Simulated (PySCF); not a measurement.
Si(Cl)(H)2(NCO) (CH2ClNOSi), SMILES O=C=N[SiH2]Cl.

Geometry: PBE0-D3(BJ)/def2-SVP. One conformer was computed; it need not be the lowest.

These are M06-2X/def2-TZVP (PySCF) values and carry that method's errors.

Symmetry labels are those of the subgroup Cs that the program uses (full group Cs).

Q: List the valence orbital energies around the gap with their symmetry. (An estimate is asked for; the answer gives what the named calculation found.)

A: 
```json
[
 {"orbital": "HOMO−7", "symmetry": "A'", "energy (eV)": "-15.41"},
 {"orbital": "HOMO−6", "symmetry": "A'", "energy (eV)": "-15.02"},
 {"orbital": "HOMO−5", "symmetry": "A'", "energy (eV)": "-12.79"},
 {"orbital": "HOMO−4", "symmetry": "A\"", "energy (eV)": "-12.78"},
 {"orbital": "HOMO−3", "symmetry": "A'", "energy (eV)": "-11.17"},
 {"orbital": "HOMO−2", "symmetry": "A\"", "energy (eV)": "-10.89"},
 {"orbital": "HOMO−1", "symmetry": "A'", "energy (eV)": "-10.48"},
 {"orbital": "HOMO", "symmetry": "A\"", "energy (eV)": "-10.21"},
 {"orbital": "LUMO", "symmetry": "A'", "energy (eV)": "0.50"},
 {"orbital": "LUMO+1", "symmetry": "A'", "energy (eV)": "1.02"},
 {"orbital": "LUMO+2", "symmetry": "A\"", "energy (eV)": "1.45"},
 {"orbital": "LUMO+3", "symmetry": "A'", "energy (eV)": "2.22"}
]
```
